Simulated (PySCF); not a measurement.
## Cost of response and excited-state runs on `CC[C@@H]1C[C@H](F)O1`, C5H9FO

Molfile (atoms numbered from 1):
```
C5H9FO
     RDKit          3D

 16 16  0  0  0  0  0  0  0  0999 V2000
   -2.0893    0.0191    0.4785 C   0  0  0  0  0  0  0  0  0  0  0  0
   -1.0514    0.1135   -0.6322 C   0  0  0  0  0  0  0  0  0  0  0  0
    0.2226   -0.6291   -0.2634 C   0  0  2  0  0  0  0  0  0  0  0  0
    1.1459    0.0577    0.7583 C   0  0  0  0  0  0  0  0  0  0  0  0
    2.1055    0.1720   -0.4228 C   0  0  2  0  0  0  0  0  0  0  0  0
    2.2925    1.4684   -0.8365 F   0  0  0  0  0  0  0  0  0  0  0  0
    1.2506   -0.5237   -1.2739 O   0  0  0  0  0  0  0  0  0  0  0  0
   -2.3691   -1.0174    0.6525 H   0  0  0  0  0  0  0  0  0  0  0  0
   -2.9815    0.5761    0.2064 H   0  0  0  0  0  0  0  0  0  0  0  0
   -1.6979    0.4284    1.4069 H   0  0  0  0  0  0  0  0  0  0  0  0
   -1.4424   -0.3209   -1.5535 H   0  0  0  0  0  0  0  0  0  0  0  0
   -0.8035    1.1573   -0.8332 H   0  0  0  0  0  0  0  0  0  0  0  0
    0.0125   -1.6827   -0.0531 H   0  0  0  0  0  0  0  0  0  0  0  0
    0.7935    1.0178    1.1246 H   0  0  0  0  0  0  0  0  0  0  0  0
    1.4957   -0.5621    1.5780 H   0  0  0  0  0  0  0  0  0  0  0  0
    3.1088   -0.2655   -0.3480 H   0  0  0  0  0  0  0  0  0  0  0  0
  1  2  1  0
  2  3  1  0
  3  4  1  0
  4  5  1  0
  5  6  1  0
  5  7  1  0
  7  3  1  0
  1  8  1  0
  1  9  1  0
  1 10  1  0
  2 11  1  0
  2 12  1  0
  3 13  1  1
  4 14  1  0
  4 15  1  0
  5 16  1  1
M  END
```

PySCF with density fitting, on 1 thread of an Arm Neoverse V1, shared host. Command: `OMP_NUM_THREADS=1 python excited_run.py task.json out`

Task: How long does this run take, and how much memory?
- circular dichroism and optical rotation, wB97X-D/def2-SVPD; 12 states; writes grids

Result: 
| run | level | basis functions | wall time | peak memory (GiB) |
| --- | --- | --- | --- | --- |
| circular dichroism and optical rotation | wB97X-D/def2-SVPD | 218 | 90 s | 0.95 |

Times from a shared host are rough.
